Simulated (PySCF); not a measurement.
# Fractional electron number in Ba (barium, neutral)

The 6s beta orbital of [Xe] 6s2 is emptied in steps (occupation f), with all orbitals relaxed, ending at [Xe] 6s1. Computed with PySCF 2.14 in def2-TZVPPD with the def2 core potential (46 electrons) (6s4p3d1f, 40 functions), with scalar relativity through the core potential. The exact energy is a straight line in f; departures are measured from the line between the end points of the same method.

```tsv
f	UHF (eV)	LDA (eV)	PBE (eV)	PBE0 (eV)	r2SCAN (eV)	LC-wPBE (eV)	BHandHLYP (eV)	HSE06 (eV)	B3LYP (eV)
1	0.000	0.000	0.000	0.000	0.000	0.000	0.000	0.000	0.000
0.9	0.014	-0.182	-0.178	-0.128	-0.148	0.014	-0.095	-0.157	-0.150
0.7	0.030	-0.428	-0.419	-0.300	-0.339	0.032	-0.225	-0.366	-0.353
0.5	0.033	-0.511	-0.502	-0.358	-0.392	0.036	-0.272	-0.438	-0.424
0.3	0.026	-0.430	-0.424	-0.301	-0.318	0.029	-0.233	-0.371	-0.359
0.1	0.011	-0.185	-0.178	-0.125	-0.130	0.013	-0.101	-0.154	-0.155
0	0.000	0.000	0.000	0.000	0.000	0.000	0.000	0.000	0.000
```

```
   method  E(f=0) − E(f=1) (eV)  −ε at f=1 (eV)  −ε at f=0.5 (eV)
      UHF                 4.262           4.421             4.252
      LDA                 5.346           3.325             5.339
      PBE                 5.189           3.217             5.173
     PBE0                 5.106           3.685             5.102
   r2SCAN                 4.915           3.261             4.974
  LC-wPBE                 4.908           5.067             4.898
BHandHLYP                 5.032           3.986             5.008
    HSE06                 5.117           3.376             5.096
    B3LYP                 5.228           3.569             5.210
```

Orbital energy along the path (eV):

| f | UHF | LDA | PBE | PBE0 | r2SCAN | LC-wPBE | BHandHLYP | HSE06 | B3LYP |
| --- | --- | --- | --- | --- | --- | --- | --- | --- | --- |
| 1 | -4.421 | -3.325 | -3.217 | -3.685 | -3.261 | -5.067 | -3.986 | -3.376 | -3.569 |
| 0.9 | -4.380 | -3.720 | -3.599 | -3.965 | -3.609 | -5.031 | -4.182 | -3.725 | -3.888 |
| 0.7 | -4.309 | -4.523 | -4.376 | -4.529 | -4.311 | -4.962 | -4.586 | -4.417 | -4.539 |
| 0.5 | -4.252 | -5.339 | -5.173 | -5.102 | -4.974 | -4.898 | -5.008 | -5.096 | -5.210 |
| 0.3 | -4.204 | -6.160 | -5.996 | -5.688 | -5.590 | -4.849 | -5.454 | -5.818 | -5.899 |
| 0.1 | -4.165 | -6.987 | -6.829 | -6.270 | -6.113 | -4.800 | -5.930 | -6.560 | -6.605 |
| 0 | -4.148 | -7.396 | -6.966 | -6.315 | -6.106 | -4.737 | -6.142 | -6.625 | -6.917 |

Reference removal energy between the ground levels: 5.212 eV (measured; NIST Atomic Spectra Database, ionization energies). UHF lacks correlation.
